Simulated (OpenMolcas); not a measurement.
# Multiplet structure of Fe3+

```
Program             : OpenMolcas 26.06
Method              : SS-RASPT2, IPEA 0.25 Eh, imaginary shift 0.1 Eh (closed shells correlated: 3s)
Basis               : ANO-RCC-VQZP [7s6p4d3f2g1h]
Scalar Hamiltonian  : DKH2, point nucleus
Active space        : 11 electrons in 8 orbitals (RAS1 3p, at most 2 holes; RAS2 3d)
State averaging     : 2S+1 = 6 even, 1 root; 2S+1 = 4 even, 24 roots; 2S+1 = 2 even, 53 roots
Spin-orbit coupling : RASSI with atomic mean-field integrals over the reference wave functions, term energies averaged over their components
```

Spin-free terms above the lowest, with the occupations of the reference:

| Configuration | Term | E (cm⁻¹) | Occupations |
| --- | --- | --- | --- |
| 3d⁵ | ⁶S | 0.0 | 3p 5.99 3d 5.01 |
| 3d⁵ | ⁴G | 33080 | 3p 5.99 3d 5.01 |
| 3d⁵ | ⁴P | 36800 | 3p 5.98 3d 5.02 |
| 3d⁵ | ⁴D | 40110 | 3p 5.99 3d 5.01 |
| 3d⁵ | ²I | 48130 | 3p 5.99 3d 5.01 |
| 3d⁵ | ²D | 52240 | 3p 5.98 3d 5.02 |
| 3d⁵ | ²F(1) | 53370 | 3p 5.98 3d 5.02 |
| 3d⁵ | ⁴F | 54280 | 3p 5.98 3d 5.02 |
| 3d⁵ | ²H | 57890 | 3p 5.99 3d 5.01 |
| 3d⁵ | ²G | 59260 | 3p 5.99 3d 5.01 |
| 3d⁵ | ²F(2) | 63190 | 3p 5.99 3d 5.01 |

With spin-orbit coupling, above the lowest level:

```json
{"Configuration": "3d⁵", "Term": "⁶S", "J": "5/2", "E (cm⁻¹)": "0.0", "Measured (cm⁻¹)": "0.0", "Term weight %": "100", "Second": ""}
{"Configuration": "3d⁵", "Term": "⁴G", "J": "5/2", "E (cm⁻¹)": "33050", "Measured (cm⁻¹)": "", "Term weight %": "100", "Second": ""}
{"Configuration": "3d⁵", "Term": "⁴G", "J": "7/2", "E (cm⁻¹)": "33080", "Measured (cm⁻¹)": "", "Term weight %": "100", "Second": ""}
{"Configuration": "3d⁵", "Term": "⁴G", "J": "11/2", "E (cm⁻¹)": "33090", "Measured (cm⁻¹)": "32246", "Term weight %": "100", "Second": ""}
{"Configuration": "3d⁵", "Term": "⁴G", "J": "9/2", "E (cm⁻¹)": "33100", "Measured (cm⁻¹)": "", "Term weight %": "100", "Second": ""}
{"Configuration": "3d⁵", "Term": "⁴P", "J": "5/2", "E (cm⁻¹)": "36630", "Measured (cm⁻¹)": "35254", "Term weight %": "95", "Second": "4 ⁴D"}
{"Configuration": "3d⁵", "Term": "⁴P", "J": "3/2", "E (cm⁻¹)": "36700", "Measured (cm⁻¹)": "35333", "Term weight %": "96", "Second": "4 ⁴D"}
{"Configuration": "3d⁵", "Term": "⁴P", "J": "1/2", "E (cm⁻¹)": "36780", "Measured (cm⁻¹)": "35407", "Term weight %": "99", "Second": ""}
{"Configuration": "3d⁵", "Term": "⁴D", "J": "7/2", "E (cm⁻¹)": "40100", "Measured (cm⁻¹)": "38779", "Term weight %": "100", "Second": ""}
{"Configuration": "3d⁵", "Term": "⁴D", "J": "1/2", "E (cm⁻¹)": "40170", "Measured (cm⁻¹)": "38897", "Term weight %": "99", "Second": ""}
{"Configuration": "3d⁵", "Term": "⁴D", "J": "3/2", "E (cm⁻¹)": "40240", "Measured (cm⁻¹)": "", "Term weight %": "96", "Second": "4 ⁴P"}
{"Configuration": "3d⁵", "Term": "⁴D", "J": "5/2", "E (cm⁻¹)": "40270", "Measured (cm⁻¹)": "", "Term weight %": "95", "Second": "4 ⁴P"}
{"Configuration": "3d⁵", "Term": "²I", "J": "11/2", "E (cm⁻¹)": "48090", "Measured (cm⁻¹)": "", "Term weight %": "99", "Second": ""}
{"Configuration": "3d⁵", "Term": "²I", "J": "13/2", "E (cm⁻¹)": "48160", "Measured (cm⁻¹)": "", "Term weight %": "100", "Second": ""}
{"Configuration": "3d⁵", "Term": "²D", "J": "5/2", "E (cm⁻¹)": "51550", "Measured (cm⁻¹)": "49542", "Term weight %": "70", "Second": "28 ²F(1)"}
{"Configuration": "3d⁵", "Term": "²D", "J": "3/2", "E (cm⁻¹)": "52120", "Measured (cm⁻¹)": "50051", "Term weight %": "93", "Second": "7 ⁴F"}
{"Configuration": "3d⁵", "Term": "²F(1)", "J": "7/2", "E (cm⁻¹)": "53410", "Measured (cm⁻¹)": "51394", "Term weight %": "98", "Second": ""}
{"Configuration": "3d⁵", "Term": "²F(1)", "J": "5/2", "E (cm⁻¹)": "54050", "Measured (cm⁻¹)": "", "Term weight %": "51", "Second": "36 ⁴F"}
{"Configuration": "3d⁵", "Term": "⁴F", "J": "9/2", "E (cm⁻¹)": "54240", "Measured (cm⁻¹)": "52621", "Term weight %": "98", "Second": ""}
{"Configuration": "3d⁵", "Term": "⁴F", "J": "7/2", "E (cm⁻¹)": "54280", "Measured (cm⁻¹)": "52695", "Term weight %": "98", "Second": ""}
{"Configuration": "3d⁵", "Term": "⁴F", "J": "3/2", "E (cm⁻¹)": "54470", "Measured (cm⁻¹)": "", "Term weight %": "93", "Second": "7 ²D"}
{"Configuration": "3d⁵", "Term": "⁴F", "J": "5/2", "E (cm⁻¹)": "54500", "Measured (cm⁻¹)": "", "Term weight %": "62", "Second": "21 ²F(1)"}
{"Configuration": "3d⁵", "Term": "²H", "J": "9/2", "E (cm⁻¹)": "57710", "Measured (cm⁻¹)": "56058", "Term weight %": "89", "Second": "11 ²G"}
{"Configuration": "3d⁵", "Term": "²H", "J": "11/2", "E (cm⁻¹)": "58020", "Measured (cm⁻¹)": "56369", "Term weight %": "99", "Second": ""}
{"Configuration": "3d⁵", "Term": "²G", "J": "7/2", "E (cm⁻¹)": "59330", "Measured (cm⁻¹)": "57408", "Term weight %": "99", "Second": ""}
{"Configuration": "3d⁵", "Term": "²G", "J": "9/2", "E (cm⁻¹)": "59590", "Measured (cm⁻¹)": "57721", "Term weight %": "87", "Second": "11 ²H"}
{"Configuration": "3d⁵", "Term": "²F(2)", "J": "7/2", "E (cm⁻¹)": "63270", "Measured (cm⁻¹)": "61254", "Term weight %": "99", "Second": ""}
{"Configuration": "3d⁵", "Term": "²F(2)", "J": "5/2", "E (cm⁻¹)": "63280", "Measured (cm⁻¹)": "61156", "Term weight %": "99", "Second": ""}
```

Against the 17 measured excited levels shown (Corliss and Sugar, J. Phys. Chem. Ref. Data 11, 135 (1982)) the mean absolute deviation is 1700 cm-1; the largest miss in energy is 3d⁵ ²F_5/2(2): computed 63280, measured 61156 cm⁻¹ (+3.5 %).

Spin-orbit coupling puts the lowest level 31.4 cm⁻¹ below the lowest spin-free term.

A least-squares Racah fit to the terms below 60000 cm-1, each weighted by 2L + 1 and with a free common offset, gives B = 1105 cm-1 and C = 4280 cm-1 (C/B = 3.87), with an rms deviation of 786 cm-1.

Term energies are means over components that CASPT2 splits; among the terms shown or strongly mixed into the levels shown the widest spread is 150 cm-1 (3d⁵ ⁴F). Active for correlation alone: 3p; no level in the range computed is led by a configuration that opens it, so any true level of that kind is missing. Computed and measured levels are paired by configuration, term and J; levels that our copy of the source lacks, or whose pairing is in doubt (as where it misses far off the trend of its configuration), stay unpaired and out of the deviations. Levels of configurations outside the active space are missing. The first state left out of the spin-orbit step lies near 84000 cm-1 above the lowest spin-free state of the reference (among the parities and spins computed), and the list stops at four fifths of that energy or lower.

The term weight is that of the spin-free term in the level, not the purity of its configuration. A number in round brackets counts repeated terms of one configuration in the order of the reference energies.
